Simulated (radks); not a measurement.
Results of a calculation; reference values are marked as such.
Q: Ionisation of Se+, [Ar] 3d10 4s2 4p3, to Se2+, [Ar] 3d10 4s2 4p2, under several functionals. Scalar-relativistic Kohn-Sham, spin-polarised, spherical densities, finite nucleus; open shells are filled with parallel spins first; a radial shooting solver on a logarithmic mesh with Libxc functionals. The NIST Atomic Spectra Database gives 21.20 eV (measured). Rank these functionals by the error of their Delta-SCF ionisation energy: LDA (Slater exchange, Perdew-Zunger correlation); exchange-only r2SCAN; exchange-only B88; exchange-only PBE; LDA (Slater exchange, VWN5 correlation); BLYP.

A: From best to worst: exchange-only r2SCAN 21.147 eV (-0.049); LDA (Slater exchange, Perdew-Zunger correlation) 21.331 eV (+0.135); LDA (Slater exchange, VWN5 correlation) 21.376 eV (+0.180); BLYP 21.015 eV (-0.181); exchange-only B88 20.561 eV (-0.635); exchange-only PBE 20.536 eV (-0.660). Open shells are spherical and high-spin; term and fine-structure splittings are not resolved.
